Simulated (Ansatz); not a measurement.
`[GeH3][Se][GeH3]` and `[GeH3][S][GeH3]` differ in one element.

Ansatz, PBE0-D4/def2-TZVP geometries, multiplicity 1. 

Scalar relativity is left out up to krypton.

```csv
property,`[GeH3][Se][GeH3]`
LUMO energy (PBE/def2-TZVPP) / eV,-1.20
"ideal-gas entropy at 298 K and 1 bar (rigid rotor, harmonic PBE0-D4/def2-TZVP) / J/(mol·K)",372
LUMO energy (ωB97M-V/def2-TZVPP) / eV,1.43
zero-point energy (PBE0-D4/def2-TZVP) / kJ/mol,125.8
size of the dipole moment (PBE/def2-TZVPP) / D,1.03
HOMO–LUMO gap (ωB97M-V/def2-TZVPP) / eV,10.41
```

What does the change do to each property? (An estimate is asked.)

The calculation gave: 
| property | `[GeH3][S][GeH3]` | shift |
| --- | --- | --- |
| LUMO energy (PBE/def2-TZVPP) / eV | -1.04 | 0.16 |
| ideal-gas entropy at 298 K and 1 bar (rigid rotor, harmonic PBE0-D4/def2-TZVP) / J/(mol·K) | 358 | -14 |
| LUMO energy (ωB97M-V/def2-TZVPP) / eV | 1.63 | 0.20 |
| zero-point energy (PBE0-D4/def2-TZVP) / kJ/mol | 128.1 | 2.3 |
| size of the dipole moment (PBE/def2-TZVPP) / D | 1.13 | 0.10 |
| HOMO–LUMO gap (ωB97M-V/def2-TZVPP) / eV | 11.00 | 0.59 |

With PBE0 the HOMO falls by 0.36 eV and the LUMO rises by 0.17 eV, so the gap widens by about 0.53 eV. PBE moves the HOMO by -0.28 eV and ωB97M-V by -0.39 eV. Dipoles are sizes alone; their direction can turn. Modes under 60 cm⁻¹, often nearly free rotors, make the harmonic entropy too high.

Spin–orbit coupling is left out; it splits and shifts lone-pair levels of the heavy atoms by tenths of an eV.
